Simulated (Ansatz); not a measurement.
Mulliken charges of Cl$_{2}$F$_{2}$H$_{3}$NSi$_{2}$ (`F[SiH2]N[Si](F)(Cl)Cl`) from PBE/def2-TZVPP in Ansatz (PBE0-D4/def2-TZVP geometry).

| atom | x (Å) | y (Å) | z (Å) | charge (e) |
| --- | --- | --- | --- | --- |
| F1 | -2.037 | 1.022 | 1.175 | -0.271 |
| Si2 | -0.686 | 1.383 | 0.406 | 0.493 |
| N3 | -0.169 | 0.082 | -0.597 | -0.252 |
| Si4 | 0.803 | -1.258 | -0.239 | 0.609 |
| F5 | 2.300 | -1.052 | -0.706 | -0.234 |
| Cl6 | 0.130 | -2.899 | -1.220 | -0.180 |
| Cl7 | 0.847 | -1.556 | 1.761 | -0.171 |
| H8 | 0.343 | 1.658 | 1.426 | -0.063 |
| H9 | -0.985 | 2.535 | -0.471 | -0.074 |
| H10 | -0.547 | 0.085 | -1.535 | 0.143 |

Question: By hand: the dipole of these point charges (1 e Å = 4.8032 D).

Answer: Σ q r = (0.012, 0.372, -0.304) e Å, of length 0.481 e Å = 2.31 D.

Question: How does the dipole of the full density compare? (An estimate is asked.)

Answer: Computed: (-0.063, 0.215, -0.265) e Å, 1.67 D; the point charges give 1.38 times that, at 17° from its direction.

Point charges leave out the atoms' own dipoles, such as those of lone pairs, and Mulliken's split depends on the basis, so the two needn't agree.
